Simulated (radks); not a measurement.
Results of a calculation; reference values are marked as such.
All-electron atom: the antimony ion Sb22+ in [Ar] 3d10 4s1. Level of theory: Dirac Kohn-Sham, BLYP, spin-unpolarised, spherical densities, point nucleus (a radial shooting solver on a logarithmic mesh with Libxc functionals). Some entries of the table are withheld. Estimate them.

orbital,occ.,eigenvalue (Ry),<r^2> (bohr^2),<r> (bohr)
1s1/2,2,-2275.657,0.001094,0.02842
2s1/2,2,-386.8622,0.01761,0.1220
2p1/2,2,-365.3040,(1),0.1030
2p3/2,4,-346.7148,(2),0.1085
3s1/2,2,-111.9354,0.1211,0.3256
3p1/2,2,-103.1407,0.1152,0.3152
3p3/2,4,-99.58743,0.1229,0.3258
3d3/2,4,(3),0.1024,0.2948
3d5/2,6,(4),0.1046,0.2981
4s1/2,1,(5),0.5265,0.6849

Answer. 
(1) 2p1/2 <r^2> (bohr^2): 0.01305
(2) 2p3/2 <r^2> (bohr^2): 0.01434
(3) 3d3/2 eigenvalue (Ry): -84.20838
(4) 3d5/2 eigenvalue (Ry): -83.45399
(5) 4s1/2 eigenvalue (Ry): -49.98537
